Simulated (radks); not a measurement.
Valence configurations of neutral thallium. All-electron calculation, scalar-relativistic Kohn-Sham, SCAN, spin-unpolarised, spherical densities, finite nucleus; meta-GGA in the generalised Kohn-Sham scheme; Fermi nuclear charge, rms radius 5.4759 fm. Program: a radial shooting solver on a logarithmic mesh with Libxc functionals. Energies are relative to [Hg] 6p1; eigenvalues in eV.

\begin{tabular}{lrrrrr}
valence & E (eV) & e(4f) & e(5d) & e(6p) & e(6s) \\ \hline
[Hg] 6p1 & 0.000 & -115.26 & -15.801 & -2.385 & -10.080 \\
[Xe] 4f14 5d9 6s2 6p2 & 14.957 & -121.12 & -20.160 & -3.601 & -12.184 \\
[Xe] 4f14 5d10 6s1 6p2 & 7.870 & -117.20 & -17.693 & -3.269 & -11.226 \\
[Xe] 4f14 5d8 6s2 6p3 & 33.161 & -127.02 & -24.428 & -4.591 & -14.096 \\
[Xe] 4f14 5d10 6s1.5 6p1.5 & 3.906 & -116.24 & -16.758 & -2.843 & -10.735 \\
[Xe] 4f13 5d10 6s2 6p2 & 121.51 & -133.84 & -21.760 & -3.620 & -12.285 \\
[Xe] 4f14 5d10 6p3 & 15.881 & -119.02 & -19.446 & -4.010 & - \\
[Xe] 4f14 5d9 6s1 6p3 & 23.779 & -122.86 & -21.819 & -4.332 & -13.304 \\
[Xe] 4f13 5d10 6p4 & 139.56 & -137.33 & -25.079 & -4.954 & - \\
[Xe] 4f14 5d9.5 6s2 6p1.5 & 7.087 & -118.17 & -17.981 & -3.034 & -11.188 \\
\end{tabular}

NIST lists [Hg] 6p1 as the ground configuration; this level of theory agrees among the configurations tried. The energies are those of spherical spin-averaged densities, not of single terms.
